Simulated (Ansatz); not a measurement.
Ansatz (a first-principles code) job for C2H6ClNSi2, SMILES N[SiH2]C#C[SiH2]Cl, B3LYP-D3(BJ)/def2-SVP. 

Ansatz 0.2 input:
```yaml
crystal:
  periodic: [false, false, false]
  atoms:
    - {symbol: Si, position_ang: [1.94810152, -0.41130737, 0.97017945]}
    - {symbol: Cl, position_ang: [2.83854000, -0.40618473, -0.85306301]}
    - {symbol: C, position_ang: [0.14745359, -0.08828855, 0.72346761]}
    - {symbol: C, position_ang: [-1.03218513, 0.12410783, 0.54627955]}
    - {symbol: Si, position_ang: [-2.83416280, 0.45444239, 0.19890781]}
    - {symbol: N, position_ang: [-3.20406065, 0.68087914, -1.46851619]}
    - {symbol: H, position_ang: [2.54068942, 0.65881833, 1.76950519]}
    - {symbol: H, position_ang: [2.14011499, -1.73103694, 1.56748751]}
    - {symbol: H, position_ang: [-3.19154313, 1.70676101, 0.86493341]}
    - {symbol: H, position_ang: [-3.58952013, -0.72411249, 0.62346819]}
    - {symbol: H, position_ang: [-2.87969295, 1.51365588, -1.93326624]}
    - {symbol: H, position_ang: [-3.13355624, -0.10390536, -2.09614808]}
basis:
  gaussian:
    orbitals: def2-SVP
hamiltonian:
  xc: b3lyp
  dispersion: d3bj
relax: {f_tol: 0.002, max_steps: 200}
```

Program output:

```
WARN ansatz: RAYON_NUM_THREADS=1 ignored (pool sized by the plan → 1); use --threads N
Functional definition: B3LYP
integrals: 0.08 GiB planned
1333 factors; integrals over basis functions are off by at most 4.2e-4 eV
mean field: 0.67 GiB planned
mean field evaluation 1: about -31920.7534 eV, gradient 6.4e1 eV
mean field evaluation 2: about -31911.1732 eV, gradient 8.8e1 eV
mean field evaluation 4: about -31929.9543 eV, gradient 6.7e0 eV
mean field evaluation 8: about -31930.0791 eV, gradient 1.2e-1 eV
mean field evaluation 16: about -31930.0792 eV, gradient 2.7e-5 eV
mean field -31930.07918352 eV, -1173.4087670093 hartree, gradient 2.7e-5 eV, S^2 0.000000; 0 other end points of the search recorded, 0 dependent functions left out
the calculation of the forces begins
reference -31930.07951723 eV, -1173.4087792728 hartree; 35, 35 occupied and 91, 91 virtual orbitals, 1333 factors
relax step   1: F+E_penalty+E_count = -31930.62119125 eV  Δ(F+E_penalty+E_count) = +0.000e0 eV  max|allowed force component| = 1.754e0 eV/Å  Δτ_max = 0.0000 Å  (28 SCF iters, accepted)
these checks for a lower state are left out or cut short: starts, cluster_reference, orbital_swaps, neighbouring_geometries, increment
integrals: 0.08 GiB planned
1333 factors; integrals over basis functions are off by at most 4.6e-4 eV
mean field: 0.67 GiB planned
mean field -31930.16211613 eV, -1173.4118147265 hartree, gradient 1.2e-5 eV, S^2 0.000000; 0 other end points of the search recorded, 0 dependent functions left out
the calculation of the forces begins
reference -31930.16245258 eV, -1173.4118270910 hartree; 35, 35 occupied and 91, 91 virtual orbitals, 1333 factors
relax step   2: F+E_penalty+E_count = -31930.69910638 eV  Δ(F+E_penalty+E_count) = -7.792e-2 eV  max|allowed force component| = 3.036e-1 eV/Å  Δτ_max = 0.0768 Å  (30 SCF iters, accepted)
these checks for a lower state are left out or cut short: starts, cluster_reference, orbital_swaps, neighbouring_geometries, increment
integrals: 0.08 GiB planned
1333 factors; integrals over basis functions are off by at most 4.6e-4 eV
mean field: 0.67 GiB planned
mean field -31930.16687512 eV, -1173.4119896164 hartree, gradient 1.2e-5 eV, S^2 0.000000; 0 other end points of the search recorded, 0 dependent functions left out
the calculation of the forces begins
reference -31930.16721145 eV, -1173.4120019763 hartree; 35, 35 occupied and 91, 91 virtual orbitals, 1333 factors
relax step   3: F+E_penalty+E_count = -31930.70462320 eV  Δ(F+E_penalty+E_count) = -5.517e-3 eV  max|allowed force component| = 5.784e-2 eV/Å  Δτ_max = 0.0196 Å  (31 SCF iters, accepted)
these checks for a lower state are left out or cut short: starts, cluster_reference, orbital_swaps, neighbouring_geometries, increment
integrals: 0.08 GiB planned
1333 factors; integrals over basis functions are off by at most 4.6e-4 eV
mean field: 0.67 GiB planned
mean field evaluation 32: about -31930.1545 eV, gradient 1.0e-2 eV
mean field -31930.16729018 eV, -1173.4120048696 hartree, gradient 1.2e-5 eV, S^2 0.000000; 0 other end points of the search recorded, 0 dependent functions left out
the calculation of the forces begins
reference -31930.16762636 eV, -1173.4120172237 hartree; 35, 35 occupied and 91, 91 virtual orbitals, 1333 factors
relax step   4: F+E_penalty+E_count = -31930.70533153 eV  Δ(F+E_penalty+E_count) = -7.083e-4 eV  max|allowed force component| = 2.653e-2 eV/Å  Δτ_max = 0.0292 Å  (31 SCF iters, accepted)
these checks for a lower state are left out or cut short: starts, cluster_reference, orbital_swaps, neighbouring_geometries, increment
integrals: 0.08 GiB planned
1333 factors; integrals over basis functions are off by at most 4.6e-4 eV
mean field: 0.67 GiB planned
mean field -31930.16751650 eV, -1173.4120131865 hartree, gradient 1.2e-5 eV, S^2 0.000000; 0 other end points of the search recorded, 0 dependent functions left out
the calculation of the forces begins
reference -31930.16785288 eV, -1173.4120255483 hartree; 35, 35 occupied and 91, 91 virtual orbitals, 1333 factors
relax step   5: F+E_penalty+E_count = -31930.70548378 eV  Δ(F+E_penalty+E_count) = -1.522e-4 eV  max|allowed force component| = 5.360e-3 eV/Å  Δτ_max = 0.0100 Å  (31 SCF iters, accepted)
these checks for a lower state are left out or cut short: starts, cluster_reference, orbital_swaps, neighbouring_geometries, increment
integrals: 0.08 GiB planned
1333 factors; integrals over basis functions are off by at most 4.6e-4 eV
mean field: 0.67 GiB planned
mean field -31930.16767448 eV, -1173.4120189920 hartree, gradient 1.5e-5 eV, S^2 0.000000; 0 other end points of the search recorded, 0 dependent functions left out
the calculation of the forces begins
reference -31930.16801093 eV, -1173.4120313566 hartree; 35, 35 occupied and 91, 91 virtual orbitals, 1333 factors
relax step   6: F+E_penalty+E_count = -31930.70551145 eV  Δ(F+E_penalty+E_count) = -2.767e-5 eV  max|allowed force component| = 2.454e-3 eV/Å  Δτ_max = 0.0072 Å  (24 SCF iters, accepted)
these checks for a lower state are left out or cut short: starts, cluster_reference, orbital_swaps, neighbouring_geometries, increment
integrals: 0.08 GiB planned
1333 factors; integrals over basis functions are off by at most 4.6e-4 eV
mean field: 0.67 GiB planned
mean field -31930.16774721 eV, -1173.4120216649 hartree, gradient 1.9e-5 eV, S^2 0.000000; 0 other end points of the search recorded, 0 dependent functions left out
the calculation of the forces begins
reference -31930.16808373 eV, -1173.4120340318 hartree; 35, 35 occupied and 91, 91 virtual orbitals, 1333 factors
relax step   7: F+E_penalty+E_count = -31930.70551874 eV  Δ(F+E_penalty+E_count) = -7.295e-6 eV  max|allowed force component| = 2.343e-3 eV/Å  Δτ_max = 0.0053 Å  (25 SCF iters, accepted)
these checks for a lower state are left out or cut short: starts, cluster_reference, orbital_swaps, neighbouring_geometries, increment
integrals: 0.08 GiB planned
1333 factors; integrals over basis functions are off by at most 4.6e-4 eV
mean field: 0.67 GiB planned
mean field -31930.16779476 eV, -1173.4120234122 hartree, gradient 4.0e-5 eV, S^2 0.000000; 0 other end points of the search recorded, 0 dependent functions left out
the calculation of the forces begins
reference -31930.16813128 eV, -1173.4120357793 hartree; 35, 35 occupied and 91, 91 virtual orbitals, 1333 factors
relax step   8: F+E_penalty+E_count = -31930.70551753 eV  Δ(F+E_penalty+E_count) = +1.212e-6 eV  max|allowed force component| = 2.573e-3 eV/Å  Δτ_max = 0.0036 Å  (21 SCF iters, rejected (line search))
these checks for a lower state are left out or cut short: starts, cluster_reference, orbital_swaps, neighbouring_geometries, increment
integrals: 0.08 GiB planned
1333 factors; integrals over basis functions are off by at most 4.6e-4 eV
mean field: 0.67 GiB planned
mean field evaluation 64: about -31930.1678 eV, gradient 2.9e-5 eV
mean field -31930.16775724 eV, -1173.4120220336 hartree, gradient 2.9e-5 eV, S^2 0.000000; 0 other end points of the search recorded, 0 dependent functions left out
the calculation of the forces begins
reference -31930.16809376 eV, -1173.4120344005 hartree; 35, 35 occupied and 91, 91 virtual orbitals, 1333 factors
relax step   9: F+E_penalty+E_count = -31930.70551938 eV  Δ(F+E_penalty+E_count) = -6.405e-7 eV  max|allowed force component| = 1.168e-3 eV/Å  Δτ_max = 0.0017 Å  (20 SCF iters, accepted)
integrals: 0.08 GiB planned
1333 factors; integrals over basis functions are off by at most 4.6e-4 eV
mean field: 0.67 GiB planned
mean field -31930.16775724 eV, -1173.4120220336 hartree, gradient 2.9e-5 eV, S^2 0.000000; 1 other end points of the search recorded, 0 dependent functions left out
the calculation of the forces begins
reference -31930.16809376 eV, -1173.4120344005 hartree; 35, 35 occupied and 91, 91 virtual orbitals, 1333 factors
Total energy: -31930.70585590 eV, -1173.4317967947 hartree
Atom 0 at     1.937334    -0.408287     0.961731 Å, force     0.000810    -0.000490    -0.001168 eV/Å
Atom 1 at     2.929085    -0.419456    -0.866450 Å, force     0.000415     0.000254    -0.000660 eV/Å
Atom 2 at     0.160912    -0.088354     0.690471 Å, force    -0.000455     0.000117     0.000242 eV/Å
Atom 3 at    -1.033071     0.126182     0.512820 Å, force    -0.000575     0.000158     0.000053 eV/Å
Atom 4 at    -2.828997     0.455393     0.178926 Å, force    -0.000084    -0.000138    -0.000246 eV/Å
Atom 5 at    -3.219633     0.686767    -1.488958 Å, force    -0.000230     0.000049     0.000631 eV/Å
Atom 6 at     2.522939     0.665447     1.802147 Å, force     0.000046    -0.000434     0.000653 eV/Å
Atom 7 at     2.121457    -1.735803     1.598853 Å, force     0.000058     0.000381     0.001040 eV/Å
Atom 8 at    -3.185851     1.691937     0.922811 Å, force     0.000017     0.000315    -0.000030 eV/Å
Atom 9 at    -3.583632    -0.722908     0.680784 Å, force    -0.000139    -0.000253     0.000010 eV/Å
Atom 10 at    -2.900140     1.529922    -1.958070 Å, force     0.000081     0.000280    -0.000250 eV/Å
Atom 11 at    -3.170224    -0.107012    -2.121830 Å, force     0.000054    -0.000239    -0.000274 eV/Å
Dipole moment:    -0.175950     0.040881    -0.080487 e Å
```

The calculation finished and met its thresholds.

Cost: roughly 80 core-seconds.
